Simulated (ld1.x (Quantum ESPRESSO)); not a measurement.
PBE RRKJ dataset for Ag, scalar-relativistic all-electron reference.

Ag, norm-conserving RRKJ (Kleinman–Bylander form), made with ld1.x (Quantum ESPRESSO) 7.5 (PBE, scalar-relativistic). Core [Kr], reference 4d9 5s2 5p0. Waves: 5s (bound): rc 1.85 bohr; 4d (bound): rc 1.20 bohr; 5p (bound, empty): rc 2.95 bohr. Local part: the p channel. Core correction: none.

All-electron outer shells of the reference configuration (PBE, scalar-relativistic, ld1.x):

```csv
shell,level (eV),outermost node (bohr),outermost maximum (bohr)
4s,-99.20,0.44,0.82
4p,-62.55,0.44,0.87
4d,-10.71,0.43,1.03
5s,-5.55,1.10,2.40
5p,-1.23,1.24,3.40
```

Task: Does the generator finish with these settings?

Result: No. ld1.x (Quantum ESPRESSO) 7.5 stopped with "compute_chi: n is too large": the Bessel-function wave could not be built (negative determinant in compute_phi), and the routine for χ then failed on it.
